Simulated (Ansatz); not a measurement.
Consider the substitution at a C–F bond: `CC1(F)[SiH2]S1` + H₂S → `CC1(S)[SiH2]S1` + H–F.

Computed with Ansatz on PBE0-D4/def2-TZVP structures; ΔE is electronic, products minus reactants. CBS: MP2 limit from def2 TZ/QZ plus the TZ coupled-cluster correction, frozen cores. This one scheme is used for every species. DFT in def2-TZVPP. One conformer a species, not always the lowest.

```json
{"level": "PBE0-D4", "ΔE (kJ/mol)": "-35.0"}
{"level": "CCSD/def2-TZVPP", "ΔE (kJ/mol)": "-34.6"}
```

(1) What does CCSD(T)/CBS give? (An estimate is asked.)

Largest T1 diagnostic among the species: 0.013.

## Answers

(1) Computed: -44.8 kJ/mol. The listed levels differ from it by 9.8, 10.2 kJ/mol.

The D4 term adds −14.2 kJ/mol with B3LYP and −7.5 kJ/mol with PBE0; it sums over pairs of atoms, weighted by their polarisabilities, and B3LYP, whose exchange is more repulsive, gets the larger term. In def2-TZVPP, CCSD(T) changes the Hartree–Fock value by −25.6 kJ/mol (the triples alone add −4.0 kJ/mol) and MP2 by −44.8 kJ/mol. From PBE to PBE0 (25 % exact exchange), in def2-TZVPP and without D4, ΔE moves by −5.8 kJ/mol.

B3LYP here is the variant with VWN-RPA as its local correlation; programs differ in this.
